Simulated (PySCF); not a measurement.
trifluoroacetic acid (C2HF3O2), SMILES O=C(O)C(F)(F)F. Atoms are numbered in the order given.

```xyz
8

O      1.0548     1.5214     0.0000
C     -0.1569     0.9403     0.0000
O     -1.2213     1.5109     0.0000
C     -0.0006    -0.6035     0.0000
F      0.6784    -1.0052     1.0937
F     -1.2034    -1.1863     0.0000
F      0.6784    -1.0052    -1.0937
H      0.8968     2.4914     0.0000
```
Charge 0, spin multiplicity 1.

Geometry: PBE-D3(BJ)/def2-SVP. The values are those of a single conformer.

All values below come from PySCF with PBE/def2-TZVP.

ESP charges are fitted to the potential on shells at 1.4 to 2.0 van der Waals radii. Atomic charges (e):

```
atom  meta-Löwdin  ESP fit
----  -----------  -------
O1          -0.41    -0.50
C2           0.44     0.50
O3          -0.38    -0.43
C4           0.70     0.44
F5          -0.24    -0.15
F6          -0.23    -0.15
F7          -0.24    -0.15
H8           0.36     0.43
```

Computed Mayer and Wiberg (Löwdin basis) orders of the bonds:
```csv
bond,Mayer,Wiberg
O1–C2,1.26,1.83
C2–O3,2.10,2.72
C2–C4,0.92,1.03
C4–F5,1.17,1.78
C4–F6,1.22,1.81
C4–F7,1.17,1.78
O1–H8,0.85,0.95
```
